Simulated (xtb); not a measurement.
acetonitrile (C₂H₃N), SMILES CC#N. All values are semi-empirical tight-binding results from xtb (GFN2-xTB unless named), good for trends rather than for accurate numbers. Geometry: GFN2-xTB.

Optimised geometry:

```xyz
6

C      0.0000     0.0000    -1.1630
C      0.0000     0.0000     0.2739
N      0.0000     0.0000     1.4164
H      0.8894     0.5135    -1.5268
H      0.0000    -1.0270    -1.5268
H     -0.8894     0.5135    -1.5268
```

```
Property                                         Value
---------------------------------------  -------------
point group as xtb finds it                        C3v
orbital gap                                    6.11 eV
dipole moment                                   3.85 D
zero-point energy                        27.8 kcal/mol
G − E(el) at 298.15 K (modified RRHO)    13.4 kcal/mol
static polarisability (D4 model)            29.4 bohr³
solvation energy, GFN2-xTB/ALPB(water)   -6.3 kcal/mol
solvation energy, GFN2-xTB/ALPB(hexane)  -2.7 kcal/mol
```

Computed IR lines (harmonic; lines under 4 % of the strongest left out, lines within 3 cm⁻¹ merged):
ν (cm⁻¹): 993 (w), 999 (m), 1368 (w), 1427 (w), 2422 (vs), 3017 (w) (against the strongest line: vs over 80 %, s over 45 %, m over 15 %, w over 4 %, vw less)

Question: Give the atomic charges and the Wiberg bond orders between heavy atoms. (Estimate from the structure and the level; the computed values follow.)

Answer: charges (e) C1 -0.11, C2 0.12, N3 -0.24, H4 0.08, H5 0.08, H6 0.08. Bond orders C1–C2 1.07, C2–N3 2.85.
